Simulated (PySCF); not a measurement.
```xyz
6

N     -1.0378     0.0036     0.0227
Al     0.7218    -0.0026    -0.0159
Cl     1.7591    -1.8195    -0.1467
Cl     1.7764     1.8070     0.0690
H     -1.6056     0.8423     0.0852
H     -1.6139    -0.8309    -0.0143
```

Charge 0, multiplicity 1.

**Question.** Give the Mulliken and meta-Löwdin atomic charges from PBE-D3(BJ)/def2-TZVP run with PySCF 2.14.0.

**Answer.** 
| atom | Mulliken (e) | meta-Löwdin (e) |
|---|---|---|
| N1 | -0.57 | -0.72 |
| Al2 | 0.55 | 0.85 |
| Cl3 | -0.23 | -0.31 |
| Cl4 | -0.23 | -0.31 |
| H5 | 0.24 | 0.25 |
| H6 | 0.24 | 0.25 |
